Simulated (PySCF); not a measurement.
Compound: 4-vinylbenzoic acid, C9H8O2.
SMILES with atom numbers: `[CH2:1]=[CH:2][c:3]1[cH:4][cH:5][c:6]([C:7](=[O:8])[OH:9])[cH:10][cH:11]1` (hydrogens: H12, H13 on C1; H14 on C2; H15 on C4; H16 on C5; H17 on O9; H18 on C10; H19 on C11)

Theory: PBE0-D3(BJ)/def2-SVP geometry optimisation, gas phase in PySCF.

Task: List the bond lengths, angles and torsions at this level.

Result: 
| bond | length (Å) |
| --- | --- |
| C1=C2 | 1.338 |
| C2–C3 | 1.467 |
| C3–C4, C3–C11 | 1.405 |
| C4–C5, C10–C11 | 1.387 |
| C5–C6, C6–C10 | 1.399 |
| C6–C7 | 1.483 |
| C7=O8 | 1.206 |
| C7–O9 | 1.341 |
| C1–H12 | 1.092 |
| C1–H13 | 1.093 |
| C2–H14 | 1.096 |
| C4–H15, C11–H19 | 1.092 |
| C5–H16, C10–H18 | 1.091 |
| O9–H17 | 0.969 |

Bonds in one row agree within 0.01 Å and their mean is given. A selection of angles:
| angle | degrees |
| --- | --- |
| C1–C2–C3 | 126.9 |
| C2–C3–C4 | 122.9 |
| C2–C3–C11 | 118.9 |
| C4–C3–C11 | 118.1 |
| C3–C4–C5 | 120.8 |
| C4–C5–C6 | 120.5 |
| C5–C6–C7 | 118.1 |
| C5–C6–C10 | 119.5 |
| C7–C6–C10 | 122.4 |
| C6–C7–O8 | 124.6 |
| C6–C7–O9 | 113.1 |
| O8–C7–O9 | 122.3 |
| H17–O9–C7 | 106.1 |

Dihedral angles: C1–C2–C3–C4 1° (synperiplanar); C5–C6–C7–O8 0° (synperiplanar); H17–O9–C7–C6 180° (antiperiplanar).

The 9 C–C bonds span 1.338 Å (C1=C2, drawn double) to 1.483 Å (C6–C7, drawn single), a spread of 0.145 Å. Of the pairs four or more bonds apart, O9···H18 is among the closest relative to their van der Waals radii: 2.42 Å, 89 % of the sum of Bondi's values. O9 (acid hydroxyl oxygen) is bent (angle 106.1°). The 6-membered ring C3–C4–C5–C6–C10–C11 has internal angles of 118.1° to 121.4° (sum 720°, against 720° for a flat polygon); it is planar, 0.00 Å rms from its mean plane, widest ring torsion 0°. The C–O distances run from 1.206 Å (C7=O8, drawn double) to 1.341 Å (C7–O9, drawn single), a spread of 0.135 Å. The 11 heavy atoms lie in one plane (0.006 Å rms).

No PBE0-D3(BJ)/def2-SVP frequencies stand behind this structure, so it isn't proved a minimum. One conformer, not necessarily the lowest (C1–C2–C3–C4 1°, C5–C6–C7–O8 0°, C6–C7–O9–H 180°).
